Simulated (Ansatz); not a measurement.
Computed with Ansatz on PBE0-D4/def2-TZVP structures; ΔE is electronic, products minus reactants. CBS: MP2 limit from def2 TZ/QZ plus the TZ coupled-cluster correction, frozen cores. Functionals use def2-TZVPP. Elements past krypton have def2 core potentials. For Te outer-core shells are correlated without core-valence functions, which leaves a few kJ/mol of doubt a bond. One conformer a species, not always the lowest.

`C[Te]/C=C/F` + `O[SiH2]F` → `C[Te][SiH](O)F` + `C=CF`  (formal exchange of groups at a Te–C bond)

`C[Te]/C=C/F`:

Cartesian coordinates in Å:
```
C -1.443 -0.620 -1.266
Te -1.275 0.843 0.287
C 0.521 0.114 1.064
C 1.626 0.827 0.948
F 2.780 0.442 1.503
H -2.373 -0.414 -1.795
H -1.483 -1.615 -0.829
H -0.600 -0.526 -1.946
H 0.527 -0.817 1.620
H 1.720 1.767 0.415
```

`O[SiH2]F`:

Z-matrix (Å, degrees):
```
Si
F 1 1.596
O 1 1.630 2 111.0
H 1 1.482 2 106.0 3 121.4
H 1 1.474 2 108.2 3 -116.3
H 3 0.958 1 119.1 2 71.8
```

`C[Te][SiH](O)F`:

Z-matrix (Å, degrees):
```
C
Te 1 2.154
H 1 1.088 2 106.5
H 1 1.087 2 109.7 3 -119.1
H 1 1.086 2 109.2 3 119.2
Si 2 2.473 1 93.7 3 171.7
F 6 1.592 2 111.6 1 59.0
O 6 1.636 2 112.1 1 -56.8
H 6 1.480 2 108.7 1 177.7
H 8 0.959 6 116.7 2 -40.3
```

`C=CF`:

Cartesian coordinates in Å:
```
C -0.151 -0.668 0.153
C 0.139 0.566 -0.203
F 0.192 1.570 0.677
H -0.361 -0.925 1.183
H -0.180 -1.442 -0.600
H 0.360 0.898 -1.211
```

| species | r2SCAN energy (Eh) |
| --- | --- |
| `C[Te]/C=C/F` | -485.23672 |
| `O[SiH2]F` | -466.46091 |
| `C[Te][SiH](O)F` | -773.92258 |
| `C=CF` | -177.80913 |

**Question.** Work out ΔE.

**Answer.** ΔE = (-773.92258) + (-177.80913) − (-485.23672) − (-466.46091) = -0.03408 Eh = -89.5 kJ/mol. CCSD(T)/CBS gives -81.5 kJ/mol.

Largest T1 diagnostic among the species: 0.012.

The D4 term adds −3.6 kJ/mol with B3LYP and −2.1 kJ/mol with PBE0; it sums over pairs of atoms, weighted by their polarisabilities, and B3LYP, whose exchange is more repulsive, gets the larger term. In def2-TZVPP, CCSD(T) changes the Hartree–Fock value by +5.3 kJ/mol (the triples alone add +1.1 kJ/mol) and MP2 by +5.6 kJ/mol.

B3LYP here is the variant with VWN-RPA as its local correlation; programs differ in this.
